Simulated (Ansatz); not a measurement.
Molecule: sum formula FeO2H2, net charge 0, quintet state. The spin state was set by rule; other spins were not relaxed. 
Structure (B3LYP-D3(BJ)/def2-TZVP (Ansatz, a first-principles code) minimum search):
```xyz
5

Fe    -0.0001    -0.0005    -0.0002
O      1.1657     0.2069    -1.3431
H      2.0675     0.5300    -1.3214
O     -1.1929    -0.3070     1.2994
H     -1.8470     0.2830     1.6763
```
Charge 0, spin multiplicity 5.

Dipole moments at this geometry, in debye (magnitudes). The program attaches cautions to the r2SCAN0/def2-TZVPD run: asymmetric forces.

| level | program | dipole (D) |
|---|---|---|
| r2SCAN/def2-TZVPD | Ansatz | 1.56 |
| B3LYP/def2-TZVPD | Ansatz | 1.60 |
| r2SCAN0/def2-TZVPD | Ansatz | 1.62 |
| CAM-B3LYP/def2-TZVPD | Ansatz | [?] |
| CCSD(T)/def2-SVPD | Ansatz | [?] |

Question: Fill in the missing entries.

Answer: 
- CAM-B3LYP/def2-TZVPD, dipole (D): 1.65
- CCSD(T)/def2-SVPD, dipole (D): 1.60
